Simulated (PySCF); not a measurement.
# Polarisability and C₆ of Sc²⁺ (scandium, charge +2)

[Ar] 3d1, 2D determinant. Calculation: PySCF 2.14, in aug-cc-pVTZ-DK (8s7p5d3f2g, 93 functions); scalar relativity by spin-free X2C-1e. Coupled (time-dependent) response in atomic units; α is the mean over directions.

| method | mean α (bohr³) | α xx, yy, zz | C₆ (like pair) | S(−4) |
| --- | --- | --- | --- | --- |
| BLYP | 5.471 | 6.560, 6.560, 3.292 | 15.33 | 51.44 |
| r2SCANh | 4.934 | 5.823, 5.823, 3.156 | 14.67 | 24.60 |

S(−4) is the Cauchy moment in α(ω) = α(0) + S(−4) ω² + …

α(iu) at r2SCANh:

```
u (hartree)  α(iu) (bohr³)
          0          4.934
     0.0500          4.875
      0.100          4.714
      0.200          4.259
      0.300          3.818
      0.500          3.154
      0.750          2.570
       1.00          2.125
       1.50          1.484
       2.00          1.067
       3.00         0.6055
       5.00         0.2617
```

A single London oscillator, α(iu) = α/(1 + u²/ω²), gives C₆ = (3/4) ω α². Matching the computed C₆ needs ω = 4 × 14.67 / (3 × 4.934²) = 0.803 hartree.

For an ion, C₆ is the dispersion term alone; charge-induced terms of lower order in 1/R come first.

The components differ because the open shell of this determinant is not spherical; for a pure term their mean is the scalar polarisability.
